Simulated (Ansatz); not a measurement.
Sr₃O₃, relaxed as a singlet with RKS PBE0-D4/def2-SVP in Ansatz, starting from the GFN2-xTB geometry. Force threshold 0.02 eV/Å.

In the def2 sets Sr takes a core potential; there is no spin–orbit coupling. The structure holds 1 bond(s) between oxygen atoms. The restricted singlet is unstable towards broken spin symmetry in Hartree–Fock (as tested in another run); at PBE0-D4/def2-SVP this wasn't settled. Another isomer (singlet) lies 2.07 eV lower at PBE0-D4/def2-TZVP; other spin states weren't run for this one.

Start:

```xyz
6

Sr    1.7566   -0.4366    0.6002
Sr   -0.9501    2.2338    0.3897
Sr   -1.5343   -0.6787   -0.8980
O     0.3515   -1.2666   -0.7796
O    -0.3162   -1.1235    0.6858
O     0.6924    1.2716    0.0019
```

```
step  energy (eV)  largest force component (eV/Å)  SCF passes
   1   -8635.5050                           5.799          23
   2   -8637.6242                           1.628          33
   3   -8638.1259                           0.834          27
   4   -8638.2842                           0.456          27
   5   -8638.4767                           0.609          32
   6   -8638.6525                           0.798          27
   7   -8638.9310                           0.806          33
   8   -8639.0434                           0.555          34
   9   -8639.1154                           0.129          31
  10   -8639.1239                           0.040          27
  11   -8639.1248                           0.039          27
  12   -8639.1250                           0.004          27
```

Force components are those of the run's own axes.

End:

```xyz
6

Sr    1.571   -0.216    0.665
Sr   -0.595    3.208    0.463
Sr   -1.407   -0.548   -0.818
O     0.590   -1.729   -0.794
O    -0.061   -1.854    0.542
O    -0.097    1.140   -0.058
```

By distances, no bond broke or formed. The bond that changes most is Sr3–O6, from 3.09 to 2.27 Å (atoms count from 1).

No frequencies were taken in this run, so the end may be a saddle point.

It took 22 s on 4 threads of Arm Neoverse V2 on a shared host.
